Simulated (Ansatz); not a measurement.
BrCl₂GeH, SMILES `[Cl][GeH]([Cl])[Br]`, charge 0, multiplicity 1.

**Question.** Give a relaxed structure at PBE0-D4/def2-TZVP (the Gaussian-basis code of Ansatz). (Best estimate.)

**Answer.** Ansatz gave: 
Z-matrix (Å, degrees):
```
Ge
Cl 1 2.129
Br 1 2.280 2 108.9
Cl 1 2.129 2 108.2 3 -118.2
H 1 1.526 2 110.0 3 121.6
```
Point group Cs.
